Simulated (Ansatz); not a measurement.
`CNBB(O)S` + `C1C[SiH2]1` → `BB(O)S` + `CNC1C[SiH2]1`  (redistribution)

Gas-phase electronic energies from Ansatz, PBE0-D4/def2-TZVP geometries. CCSD(T)/CBS is the MP2 limit (def2-TZVPP, def2-QZVPP) plus CCSD(T) − MP2 in def2-TZVPP, frozen cores. Functionals use def2-TZVPP. One conformer a species, not always the lowest.

| species | revPBE energy (Eh) |
| --- | --- |
| `CNBB(O)S` | -620.25279 |
| `C1C[SiH2]1` | -369.22472 |
| `BB(O)S` | -525.50896 |
| `CNC1C[SiH2]1` | -463.88209 |

(1) Work out ΔE.

Largest T1 diagnostic among the species: 0.014.

Answers

(1) ΔE = (-525.50896) + (-463.88209) − (-620.25279) − (-369.22472) = 0.08646 Eh = +227.0 kJ/mol. CCSD(T)/CBS gives +225.8 kJ/mol.

From BLYP to BHLYP (50 % exact exchange), in def2-TZVPP and without D4, ΔE moves by −3.7 kJ/mol. At CCSD(T), def2-SVP lies +7.7 kJ/mol from the extrapolated value and def2-TZVPP +0.9 kJ/mol. Leaving LDA and LC-ωPBE aside and taking each functional with its dispersion term where it has one, the values, not all of them listed here, spread over 8.6 kJ/mol, from revPBE-D4 to B2PLYP. LDA lies +5.8 kJ/mol from PBE without D4.
